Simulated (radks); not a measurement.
These are the eigenvalues of the occupied orbitals of an atom or ion with whole-number occupations (eV). Calculated with a radial shooting solver on a logarithmic mesh with Libxc functionals: scalar-relativistic Kohn-Sham, HCTH/407, spin-unpolarised, spherical densities, point nucleus.

1s: -1531.301
2s: -129.9678
2p: -91.4435
3s: -23.6305

Which element is it, and in what charge state? The configuration may be excited.

Answer. Z = 13, aluminium, charge +2: Al2+ in [Ne] 3s1. The list shows which subshells hold electrons but not how many an open one holds; the 1s level, -56.274 hartree, gives Z - s = 10.6 by -(Z - s)^2/2, which with screening and relativity narrows Z to a few neighbours, and the depths of the outer levels then fix element, charge and occupations together.
